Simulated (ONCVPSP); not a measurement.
u(r) = r·R(r): atom against pseudo-atom (gallium)

Columns: radius, all-electron u(r) and pseudo u(r) of the 3d shell (level -27.46 eV) of gallium in the configuration [Ne] 3s2 3p6 3d10 4s2; PBEsol, scalar-relativistic, ONCV scheme, ONCVPSP 4.0.1.

```csv
r (bohr),all-electron,pseudo
0.072,0.0691,0.0066
0.145,0.2995,0.0508
0.217,0.5712,0.1562
0.290,0.8048,0.3299
0.362,0.9655,0.5495
0.435,1.0587,0.7871
0.507,1.0948,0.9976
0.580,1.0902,1.1529
0.652,1.0589,1.2307
0.725,1.0105,1.2321
0.798,0.9528,1.1704
0.870,0.8917,1.0705
0.942,0.8297,0.9555
1.015,0.7678,0.8428
1.088,0.7083,0.7451
1.160,0.6526,0.6667
1.232,0.6002,0.6037
1.305,0.5507,0.5510
1.378,0.5047,0.5046
1.450,0.4629,0.4628
1.522,0.4242,0.4241
1.595,0.3881,0.3881
1.668,0.3550,0.3550
1.740,0.3250,0.3250
1.812,0.2975,0.2975
1.885,0.2719,0.2719
```

Q: How many radial nodes do the two functions have?

A: The all-electron 3d function has n − l − 1 = 0; the pseudo-wave has 0.

Q: At about which radius was the pseudo-wave matched?

A: 1.40 bohr. The columns agree to 0.0005 from 1.30 bohr on; several derivatives are matched, so the curves merge somewhat inside the radius.

Q: Is the pseudo-wave norm-conserving?

A: Yes: the ONCV scheme keeps the norm inside the radius equal to the all-electron one, which fixes the energy derivative of the logarithmic derivative at the level.
